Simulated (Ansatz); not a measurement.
The cluster B₂W₂, relaxed as a singlet with RKS PBE0-D4/def2-TZVP in Ansatz, starting from the GFN2-xTB geometry. Force threshold 0.02 eV/Å.

In the def2 sets W takes a core potential; there is no spin–orbit coupling. The restricted singlet is unstable towards broken spin symmetry in Hartree–Fock (as tested in another run); at PBE0-D4/def2-TZVP this wasn't settled. The relaxation made no stability test and no search for a lower SCF solution. No other spin state of charge 0 was run. Another isomer (singlet) lies 0.41 eV lower at PBE0-D4/def2-TZVP; other spin states weren't run for this one.

Start:

Cartesian coordinates in Å:
```
W -1.514 -0.514 -0.058
W 0.092 0.981 -1.262
B 1.204 0.225 0.289
B 0.218 -0.692 1.031
```

Task: Estimate the energy that the relaxation releases and the steps that it takes.

Result: 2.61 eV, in 13 steps; 22 s on 4 threads of Arm Neoverse V2 on a shared host. No frequencies were taken in this run, so the end may be a saddle point.

Task: Does the start keep its bonding and symmetry?

Result: By distances, no bond broke or formed. The bond that changes most is W2–B4, from 2.84 to 2.06 Å (atoms count from 1). Point group C2v at the start, C2v at the end, both within 0.05 Å.

Task: Predict the relaxed structure.

Result: 
```xyz
4

W    -0.991   -0.825   -0.364
W    -0.082    1.179   -0.631
B     1.024   -0.483   -0.137
B     0.049    0.129    1.132
```
Bond lengths (bridged metal pairs left out): 4 × B–W 2.06 Å; 1 × W–W 2.22 Å; 1 × B–B 1.71 Å.
